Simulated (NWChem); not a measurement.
System: C3H5Cl; SMILES C/C=C\Cl

Input file for NWChem:

```
start job
memory heap 200 mb stack 900 mb global 1100 mb
geometry units angstroms noautosym nocenter noautoz
  C     -0.767895     1.748196     0.000000
  C      0.596818     1.153635     0.000000
  C      0.912682    -0.142586     0.000000
  Cl    -0.247609    -1.427694     0.000000
  H     -1.545021     0.972331     0.000000
  H     -0.915019     2.390404    -0.883949
  H     -0.915019     2.390404     0.883949
  H      1.449721     1.842418     0.000000
  H      1.944193    -0.500436     0.000000
end
basis spherical
  * library def2-svp
end
dft
  xc pbe0
  iterations 150
end
cosmo
  do_cosmo_smd true
  solvent water
end
task dft energy
```

Structure relaxed at the PBE0/def2-SVP level. Solvent: water.

Level: PBE0/def2-SVP with SMD (1 M gas to 1 M solution), gas-phase geometry.

**Question.** What results follow from this input? (PBE0/def2-SVP, SMD on the gas-phase geometry.) Quantities: solvation free energy (kcal/mol); cavity-dispersion-structure term (kcal/mol); dipole in solution (D).

**Answer.** 
```
Property                                     Result
-------------------------------------------  ------
solvation free energy (kcal/mol)                0.4
cavity-dispersion-structure term (kcal/mol)     2.9
dipole in solution (D)                         2.07
```
